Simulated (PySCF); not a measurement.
Some computed properties have been withheld. Give your best values.

C6H5FOS.
Geometry (GFN2-xTB, Å), atoms numbered from 1 in this order:
```xyz
14
C6H5FOS angstrom
C      2.7733   -1.0497   -0.5453
C      1.6250   -0.9182   -0.2303
C      0.2376   -0.7530    0.0948
F     -0.3110   -1.9343    0.5705
C     -0.0727    0.3763    1.0721
C     -1.3862    0.9687    0.6734
C     -1.8532    0.6505   -0.5176
S     -0.7697   -0.4218   -1.5048
O      0.0184    0.4843   -2.3350
H      3.7818   -1.1548   -0.8149
H     -0.1060   -0.0207    2.0896
H      0.7110    1.1377    1.0288
H     -1.8858    1.6324    1.3636
H     -2.7630    1.0022   -0.9671
```

```json
{"property": "point group of the GFN2-xTB geometry", "level": "GFN2-xTB", "value": "?"}
{"property": "rotational constants A, B, C of the GFN2-xTB geometry", "level": "GFN2-xTB", "value": "?"}
{"property": "dipole moment", "level": "B3LYP/def2-SVPD", "value": "?"}
{"property": "HOMO energy", "level": "B3LYP/def2-SVPD", "value": "?"}
{"property": "LUMO energy", "level": "B3LYP/def2-SVPD", "value": "-1.41 eV"}
{"property": "lowest singlet excitation", "level": "TDDFT B3LYP/def2-SVPD", "value": "4.32 eV (287 nm, f = 0.005)"}
{"property": "strongest line among the 8 lowest singlet transitions", "level": "TDDFT B3LYP/def2-SVPD", "value": "S2 at 4.89 eV (254 nm, f = 0.030)"}
{"property": "lowest triplet excitation (Tamm–Dancoff)", "level": "TDA B3LYP/def2-SVPD", "value": "3.94 eV"}
{"property": "static isotropic polarisability", "level": "B3LYP/def2-SVPD", "value": "?"}
{"property": "electronic spatial extent ⟨r²⟩ about the centre of nuclear charge", "level": "B3LYP/def2-SVPD", "value": "1141 bohr²"}
```

Gas-phase values; electronic properties from PySCF, density fitting. One conformer (not necessarily the lowest) at the GFN2-xTB geometry, without solvent, vibrations or thermal averaging.

Question: Give the point group of the GFN2-xTB geometry.

Answer: C1.

Question: What is the HOMO energy?

Answer: -6.87 eV.

Question: Give the dipole moment.

Answer: 3.22 D.

Question: What is the static isotropic polarisability?

Answer: 90.8 au.

Question: The rotational constants A, B, C of the GFN2-xTB geometry?

Answer: 2.021, 1.440, 1.125 GHz.

The principal polarisabilities are 68.9, 92.2 and 111.2 au; their mean is the isotropic value. The polarisability is 13.45 Å³ as a volume (1 au = 0.148185 Å³), or 1.23 au for each of the 74 electrons. The vertical singlet–triplet gap S1 − T1 is 0.38 eV (TDDFT singlet less Tamm–Dancoff triplet; S1: HOMO→LUMO, weight 0.97; T1: HOMO→LUMO, weight 0.87).
